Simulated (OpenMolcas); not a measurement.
Ru2+ among 4 point charges of -0.98 e arranged as a tetrahedron (Td), 1.78 Å from the ion.
```
   1.0277    1.0277    1.0277  -0.98
   1.0277   -1.0277   -1.0277  -0.98
  -1.0277    1.0277   -1.0277  -0.98
  -1.0277   -1.0277    1.0277  -0.98
```

```json
{
 "Program": "OpenMolcas 26.06",
 "Method": "CASSCF",
 "Basis": "ANO-RCC-VDZP [6s5p3d1f]",
 "Scalar Hamiltonian": "DKH2, point nucleus",
 "Active space": "6 electrons in 5 orbitals (4d)",
 "State averaging": "2S+1 = 5 even, 5 roots; 2S+1 = 3 even, 45 roots; 2S+1 = 1 even, 50 roots",
 "Spin-orbit coupling": "RASSI with atomic mean-field integrals over the reference wave functions"
}
```

**Question.** What is the spin-free ground state (labels of Td)?

**Answer.** 5E, 2-fold in its orbital part, 100 % from free-ion D terms; it has the highest spin that d6 allows.

**Question.** Where is the first state of the same spin?

**Answer.** 5T2 at 3700 cm-1 above the ground state.

**Question.** What are the lowest two levels with spin-orbit coupling?

**Answer.** A 1-fold level A1, then a 3-fold level T1 82.7 cm-1 above it. Their leading multiplicities are 5 (99 %) and 5 (99 %).

**Question.** What is χT at 300 K, and how does it compare with the textbook value?

**Answer.** The lowest level has 2S+1 = 5, for which the spin-only value is χT = S(S+1) / 2 = 3.000 cm3 K/mol (g = 2). The computed 4.003 at 300 K differs by +1.003, through orbital momentum, spin-orbit coupling and any other state in reach.

**Question.** Which ligand-field parameters describe the states?

**Answer.** A least-squares ligand-field fit to the states below 45000 cm-1, each weighted by its degeneracy and with a free common offset, gives 10Dq = -3551 cm-1 (negative for this site), B = 816 cm-1 and C = 3316 cm-1 (C/B = 4.06), with an rms deviation of 100 cm-1. 

An orbital doublet at a regular site is open to a Jahn-Teller distortion, which this geometry leaves out. Without dynamic correlation the repulsion within the d shell is too large (B by tens of per cent), so at a given field states of lower spin stand too high. Point charges give a weaker field than real ligands, and real ions of this kind are as a rule low spin; the high spin found here belongs to the model. The ground term spreads over less than 5000 cm-1, several times less than with real ligands, so orbital moments are less quenched and χT lies further from the spin-only value than at real sites. This is an electrostatic model: the charges have no orbitals. No measured value stands beside these numbers.
